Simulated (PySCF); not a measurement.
C$_{2}$H$_{5}$O (SMILES C[CH-]O), charge -1, singlet, at a GFN2-xTB geometry (in this run its highest filled SCF level lies above zero, so its values depend strongly on the basis, on diffuse functions most of all). Base run: M062X/3-21G (PySCF).

Geometry (Å):
```xyz
8

C      1.1170    -0.4554     0.1658
C      0.0805     0.6854     0.0635
O     -1.2668     0.0005    -0.2174
H     -1.5407    -0.2980     0.6552
H      0.2742     1.1646    -0.9445
H      2.1225    -0.0188     0.2354
H      0.9538    -1.0391     1.0857
H      1.1392    -1.1929    -0.6688
```
Charge -1, spin multiplicity 1.
All else is at PySCF's defaults.
Base energy -153.38562 Eh.

The base run was repeated with changes; each row names its change, and settings that it needs were set with it.

```
change                                     ΔE vs base (mEh)  grid points  electrons on the grid
-----------------------------------------  ----------------  -----------  ---------------------
base                                                  0.000        91360               26.00002
grids.radi_method = mura_knowles                     -0.004        87472               26.00002
grids.atom_grid = (150, 974)                         -0.003       649560               26.00000
small_rho_cutoff = 0                                  0.000        91360               26.00002
grids.atom_grid = (30, 110)                           1.308        19704               26.00003
grids.level = 0                                      21.336         6360               26.00191
grids.prune = dft.gen_grid.treutler_prune             0.025        78400               26.00002
grids.prune = off                                     0.002       143456               26.00002
grids.level = 7                                      -0.003       510560               26.00000
grids.radi_method = delley                           -0.004        98776               26.00002
grids.level = 1                                       0.105        27904               25.99993
```
